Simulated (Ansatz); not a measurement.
Isolated molecules relaxed with PBE0-D4/def2-TZVP in Ansatz; ΔE leaves out vibrations. CCSD(T)/CBS is the MP2 limit (def2-TZVPP, def2-QZVPP) plus CCSD(T) − MP2 in def2-TZVPP, frozen cores. This one scheme is used for every species. DFT in def2-TZVPP. B3LYP here is the variant with VWN-RPA as its local correlation; programs differ in this. One conformer a species, not always the lowest.

Consider the formal exchange of groups at the Si–H bond: `N[SiH](O)F` + `C=CCOCF` → `C=C[Si](N)(O)F` + `COCF`.

`N[SiH](O)F`:

Z-matrix (Å, degrees):
```
Si
O 1 1.629
F 1 1.596 2 112.6
N 1 1.699 2 110.7 3 116.3
H 1 1.474 2 104.5 3 -115.6
H 2 0.959 1 117.0 3 -71.5
H 4 1.007 1 120.5 2 -153.1
H 4 1.006 1 121.6 2 56.5
```

`C=CCOCF`:

```xyz
13

C    -1.709    0.128   -1.775
C    -0.764    0.684   -1.033
C    -0.266    0.109    0.244
O     1.153    0.023    0.183
C     1.725   -0.502    1.304
F     1.641    0.375    2.371
H    -2.070    0.600   -2.681
H    -2.163   -0.819   -1.499
H    -0.315    1.628   -1.330
H    -0.551    0.753    1.085
H    -0.694   -0.888    0.416
H     1.230   -1.428    1.628
H     2.783   -0.663    1.089
```

`C=C[Si](N)(O)F`:

Z-matrix (Å, degrees):
```
Si
C 1 1.847
O 1 1.636 2 114.8
N 1 1.700 2 109.3 3 123.0
F 1 1.596 2 106.9 3 -113.1
C 2 1.331 1 123.4 3 -102.1
H 2 1.089 1 118.5 3 77.1
H 3 0.958 1 116.7 2 59.0
H 4 1.008 1 119.7 2 -165.0
H 4 1.007 1 120.6 2 49.6
H 6 1.086 2 121.5 1 -0.5
H 6 1.087 2 122.3 1 179.4
```

`COCF`:

Z-matrix (Å, degrees):
```
C
O 1 1.414
H 1 1.097 2 110.8
H 1 1.089 2 107.0 3 118.9
H 1 1.093 2 111.3 3 -121.6
C 2 1.362 1 114.0 3 55.1
F 6 1.383 2 111.4 1 70.0
H 6 1.099 2 112.1 1 -48.8
H 6 1.091 2 107.6 1 -172.1
```

```tsv
species	B3LYP energy (Eh)
`N[SiH](O)F`	-522.01836
`C=CCOCF`	-331.81104
`C=C[Si](N)(O)F`	-599.45397
`COCF`	-254.38648
```

Task: Work out ΔE.

Result: ΔE = (-599.45397) + (-254.38648) − (-522.01836) − (-331.81104) = -0.01105 Eh = -0.30 eV. CCSD(T)/CBS gives -0.33 eV.

Largest T1 diagnostic among the species: 0.011.

The D4 term adds −0.06 eV with B3LYP and −0.03 eV with PBE0; it sums over pairs of atoms, weighted by their polarisabilities, and B3LYP, whose exchange is more repulsive, gets the larger term. In def2-TZVPP, CCSD(T) changes the Hartree–Fock value by −0.04 eV (the triples alone add −0.01 eV) and MP2 by −0.04 eV.
